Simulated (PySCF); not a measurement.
**Ta⁻ (tantalum, charge -1) across methods**

[Xe] 4f14 5d4 6s2, high-spin 5D determinant. All numbers are calculated (PySCF 2.14, scalar relativity through the core potential, in def2-QZVPPD with the def2 core potential (60 electrons)).

| method | E (hartree) | mean ε 6s α (eV) | mean ε 6s β (eV) | mean ε 5d α (eV) | Σ⟨r²⟩ (bohr²) | ⟨S²⟩ |
| --- | --- | --- | --- | --- | --- | --- |
| BP86 | -56.9522 | -0.146 | 1.037 | 2.318 | 81.63 | 6.024 |
| r2SCAN | -56.8765 | -0.400 | 1.115 | 2.053 | 83.02 | 6.084 |
| LDA | -56.7238 | -0.171 | 1.001 | 2.365 | 81.48 | 6.022 |
| PBE0 | -56.8353 | -0.611 | 0.745 | 1.407 | 81.71 | 6.029 |
| UHF | -56.26701 | -2.064 | 0.325 | -1.532 | 87.14 | 6.129 |
| PBE | -56.8763 | -0.019 | 1.223 | 2.421 | 81.60 | 6.022 |
| M06-L | -56.8715 | 0.034 | 1.137 | 2.479 | 82.06 | 6.025 |
| BLYP | -56.8316 | 0.290 | 1.195 | 2.750 | 81.80 | 6.016 |
| M06 | -56.8113 | -0.169 | 0.244 | 1.774 | 80.97 | 6.004 |

Energies and moments cover only the electrons outside the core potential. Spin-orbit coupling, absent here, splits the open shell strongly. At BP86 the highest occupied level has a positive energy, so only the finite basis holds that electron; in a semilocal or global hybrid functional this comes from self-interaction and does not mean that the real anion is unbound.

The highest occupied level is positive at BP86, r2SCAN, LDA, PBE0, UHF, PBE, M06-L, BLYP, M06: only the finite basis holds that electron, at UHF too, so the state is unbound at these levels.
